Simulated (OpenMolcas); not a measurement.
A run on Co2+ among 5 point charges of -2.5 e arranged as a square pyramid (C4v), 1.87 Å from the ion, with the axial distance 2.225 Å.

- Program: OpenMolcas 26.06
- Method: SS-CASPT2, IPEA 0.25 Eh, imaginary shift 0.1 Eh (closed shells correlated: 3s 3p)
- Basis: ANO-RCC-VDZP [5s4p2d1f]
- Scalar Hamiltonian: DKH2, point nucleus
- Active space: 7 electrons in 5 orbitals (3d)
- State averaging: 2S+1 = 4 even, 10 roots; 2S+1 = 2 even, 40 roots
- Spin-orbit coupling: RASSI with atomic mean-field integrals over the reference wave functions

First CASPT2 step and the start of its output:

```
&CASPT2
Multistate=10 1 2 3 4 5 6 7 8 9 10
NoMult
Frozen=5
IPEA=0.25
Imaginary=0.1
MaxIter=60
WThr=0.0 0.3 0.05
PrWF=0.5
NoMix
```

```
--- CASPT2 ---
Orbital specifications:
      -----------------------

      Symmetry species                           1
                                                 a
      Frozen orbitals                            5
      Inactive orbitals                          4
      Active orbitals                            5
      Secondary orbitals                        20
      Deleted orbitals                           0
      Number of basis functions                 34
Type of calculation                        SS-CASPT2
      Fock operator                              state-specific
      IPEA shift                                 0.25
      Real shift                                 0.00
      Imaginary shift                            0.10
      The input orbitals will be transformed to quasi-canonical
Reference energy:       -1398.7822787505
      E2 (Non-variational):      -0.3312276980
      Shift correction:          -0.0002368872
      E2 (Variational):          -0.3314645853
      Total energy:           -1399.1137433358
      Residual norm:              0.0000003821
      Reference weight:           0.94190
      Contributions to the CASPT2 correlation energy
      Active & Virtual Only:         -0.1065026349
      One Inactive Excited:          -0.1438453394
      Two Inactive Excited:          -0.0808797237
Reference energy:       -1398.7822787505
      E2 (Non-variational):      -0.3312326768
      Shift correction:          -0.0002368916
      E2 (Variational):          -0.3314695684
      Total energy:           -1399.1137483189
      Residual norm:              0.0000003821
      Reference weight:           0.94190
      Contributions to the CASPT2 correlation energy
      Active & Virtual Only:         -0.1065026424
...
```

Over all roots the printed reference weights run from 0.67 to 0.95, and roots that are degenerate in the reference spread by up to 57 cm-1.

Task: Did the run give usable levels, and if not, why?

Result: No. The equations converged, but the reference weight falls to 0.67 for at least one root against 0.95 for the best. A drop of that size marks an intruder state, so the energies of such roots and the levels built on them can't be trusted.
